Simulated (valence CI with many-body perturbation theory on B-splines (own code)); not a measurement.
## Energy levels of As X

Level of theory: valence CI with perturbative core correlation (CI+MBPT): six valence electrons over a frozen Dirac-Fock core [Ar], a basis of 7 s, 7 p, 8 d, 6 f, 4 g, 1 h functions for each j, with the one-electron correlation potential Σ1 (screened to all orders), the two-electron term Σ2, the three-electron term Σ3, Breit, model QED; selected single and double excitations, second order for the rest, scaled by the run's own slope (own B-spline code, finite nucleus).

No measured spectrum was set against this ion. As an estimate, terms of the open shell hold to 2 to 4 % of their energy, and close levels can change places. Core correlation moves these levels by up to 5000 cm⁻¹, and in measured spectra 5 to 20 % of such shifts remained as error; rates that hang on mixing are uncertain with them. Among the levels kept, up to 1300 cm⁻¹ of a level comes from second order outside the variational space, and about a tenth of that is noise between levels of different J, which matters for small intervals. The list stops below the first excitations out of the core. Only levels of the ground parity were solved; by the run's estimate the other parity begins above the list, which can be wrong where configurations are misplaced.

Levels 1 to 34 of 34, with energies above the lowest level, 3d⁶ ⁵D_4. "Leading %" is the weight of the configuration and term that name the level; weights of strongly mixed levels are sums over their largest components and can fall short. In the jj column 3d3/2^4 stands for four electrons in 3d with j = 3/2. Lifetimes count E1, E2, E3, M1 and M2 decay at the calculated energies, and are blank where another channel may lead or the interval is too uncertain; long ones can be off by a factor of two.

```
No.  Configuration  Term  J  E (eV)  Leading %  Second component  Lifetime              Leading jj
  1            3d⁶    ⁵D  4   0.000         98                              3d3/2^3 3d5/2^3 (47 %)
  2            3d⁶    ⁵D  3   0.388         99                      939 ms  3d3/2^3 3d5/2^3 (55 %)
  3            3d⁶    ⁵D  2   0.618         98                      2.45 s  3d3/2^2 3d5/2^4 (60 %)
  4            3d⁶    ⁵D  1   0.768         98                      6.10 s  3d3/2^3 3d5/2^3 (48 %)
  5            3d⁶    ⁵D  0   0.841         98                      31.1 s  3d3/2^2 3d5/2^4 (70 %)
  6            3d⁶    ³P  2   5.078         96                     21.3 ms  3d3/2^4 3d5/2^2 (39 %)
  7            3d⁶    ³H  6   5.165         97                     13800 s  3d3/2^3 3d5/2^3 (73 %)
  8            3d⁶    ³H  4   5.262         54       25 % 3d⁶ ³F   69.2 ms  3d3/2^4 3d5/2^2 (49 %)
  9            3d⁶    ³H  5   5.306         88       12 % 3d⁶ ³G    13.9 s  3d3/2^3 3d5/2^3 (70 %)
 10            3d⁶    ³F  4   5.780         58       38 % 3d⁶ ³H   32.1 ms  3d3/2^2 3d5/2^4 (78 %)
 11            3d⁶    ³F  3   5.853         86       12 % 3d⁶ ³G   34.2 ms  3d3/2^3 3d5/2^3 (62 %)
 12            3d⁶    ³F  2   6.001         97                     71.8 ms  3d3/2^3 3d5/2^3 (42 %)
 13            3d⁶    ³P  1   6.159         96                     14.4 ms    3d3/2 3d5/2^5 (58 %)
 14            3d⁶    ³P  0   6.413         89        8 % 3d⁶ ¹S   16.4 ms          3d5/2^6 (43 %)
 15            3d⁶    ³G  5   6.546         88       12 % 3d⁶ ³H    129 ms  3d3/2^2 3d5/2^4 (70 %)
 16            3d⁶    ³G  4   6.888         83       10 % 3d⁶ ³F    128 ms  3d3/2^2 3d5/2^4 (37 %)
 17            3d⁶    ³G  3   7.000         86       13 % 3d⁶ ³F   85.5 ms  3d3/2^2 3d5/2^4 (65 %)
 18            3d⁶    ¹I  6   8.009         97                     81.2 ms  3d3/2^2 3d5/2^4 (73 %)
 19            3d⁶    ³D  2   8.159         90        6 % 3d⁶ ¹D   44.9 ms  3d3/2^2 3d5/2^4 (47 %)
 20            3d⁶    ³D  1   8.250         98                     35.3 ms  3d3/2^2 3d5/2^4 (56 %)
 21            3d⁶    ³D  3   8.304         98                     28.3 ms  3d3/2^3 3d5/2^3 (55 %)
 22            3d⁶    ¹G  4   8.499         91        5 % 3d⁶ ³F   19.9 ms  3d3/2^2 3d5/2^4 (42 %)
 23            3d⁶    ¹S  0   9.710         89       10 % 3d⁶ ³P   9.31 ms          3d5/2^6 (33 %)
 24            3d⁶    ¹D  2   9.759         89        7 % 3d⁶ ³D   20.7 ms    3d3/2 3d5/2^5 (36 %)
 25            3d⁶    ¹F  3  11.280         93        5 % 3d⁶ ³F            3d3/2^3 3d5/2^3 (72 %)
 26            3d⁶    ³P  0  12.891         97                              3d3/2^4 3d5/2^2 (49 %)
 27            3d⁶    ³P  1  13.194         99                              3d3/2^3 3d5/2^3 (78 %)
 28            3d⁶    ³F  4  13.501         97                              3d3/2^2 3d5/2^4 (61 %)
 29            3d⁶    ³F  2  13.512         99                     15.0 ms  3d3/2^2 3d5/2^4 (66 %)
 30            3d⁶    ³F  3  13.666         93        5 % 3d⁶ ¹F            3d3/2^3 3d5/2^3 (41 %)
 31            3d⁶    ³P  2  13.870         98                     16.6 ms  3d3/2^2 3d5/2^4 (54 %)
 32            3d⁶    ¹G  4  15.274         97                              3d3/2^2 3d5/2^4 (50 %)
 33            3d⁶    ¹D  2  20.378         99                              3d3/2^2 3d5/2^4 (68 %)
 34            3d⁶    ¹S  0  26.328         99                              3d3/2^2 3d5/2^4 (73 %)
```

Names give the largest LS component (configuration and term), which can be under half, so a name can repeat, a term be missing and a line seem to break the LS rules; names also repeat where a configuration has a term twice.

The ionisation energy to 3d⁵ ⁶S5/2 of the next ion comes out as 247.31 eV (NIST: 247 ± 2.2 eV (theoretical)). All 34 levels together are meant to be complete up to 67.122 eV.
